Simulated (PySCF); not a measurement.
## Zn: excitation energy

Zn [Ar] 3d10 4s2 (1S) → Zn [Ar] 3d9 4s2 4p1 (high-spin determinant), as a difference of total energies. All numbers are calculated (PySCF 2.14, a scalar-relativistic core potential, in aug-cc-pwCVDZ-PP with ECP10MDF). Correlated levels: valence and next inner shell: nothing frozen outside the core potential. The calculations carry no spin-orbit coupling.

```
                                method  excitation energy (eV)
                                   UHF                   8.875
    MP2 (valence and next inner shell)                  11.902
SCS-MP2 (valence and next inner shell)                  11.532
   CCSD (valence and next inner shell)                  10.842
CCSD(T) (valence and next inner shell)                  10.990
```

How much does correlation contribute at CCSD(T) (valence and next inner shell)?

10.990 − (8.875) = 2.115 eV, measured against UHF.

The upper state lies above the first ionisation limit, where it may autoionise and the basis confines it.

The determinant of the upper state mixes LS terms, which raises its energy above the lowest term, most at the Hartree-Fock and MP2 levels.
